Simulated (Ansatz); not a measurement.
B2O4H4⁺, that is B2(OH)4 with one electron fewer. Charge 1, multiplicity 2. Geometry PBE-D4/def2-SVP, that of the neutral singlet.

```xyz
10

B    -0.333   -0.955   -0.547
O     0.572   -1.849   -1.064
O    -1.659   -1.266   -0.722
B     0.168    0.480    0.275
O     1.520    0.715    0.406
O    -0.809    1.323    0.763
H     1.476   -1.535   -0.886
H    -2.211   -0.572   -0.322
H     1.758    1.537    0.877
H    -0.483    2.121    1.221
```

Estimate the α-spin orbital energies around the gap (eV) in Ansatz with PBE-D4/def2-TZVP, revPBE-D4/def2-TZVP, PBE0-D4/def2-TZVP.


| orbital | PBE-D4/def2-TZVP | revPBE-D4/def2-TZVP | PBE0-D4/def2-TZVP |
| --- | --- | --- | --- |
| HOMO−5 | -16.12 | -16.04 | -17.96 |
| HOMO−4 | -15.31 | -15.22 | -17.14 |
| HOMO−3 | -14.56 | -14.52 | -16.37 |
| HOMO−2 | -14.26 | -14.19 | -16.06 |
| HOMO−1 | -14.17 | -14.09 | -16.02 |
| HOMO | -13.71 | -13.63 | -15.45 |
| LUMO | -8.35 | -8.25 | -7.53 |
| LUMO+1 | -5.56 | -5.46 | -4.67 |
| LUMO+2 | -4.84 | -4.74 | -3.89 |
| LUMO+3 | -4.69 | -4.61 | -3.74 |
| LUMO+4 | -4.05 | -3.92 | -2.81 |
| LUMO+5 | -3.20 | -3.16 | -2.16 |
| β HOMO | -13.70 | -13.62 | -15.46 |
| β LUMO | -13.45 | -13.36 | -12.77 |
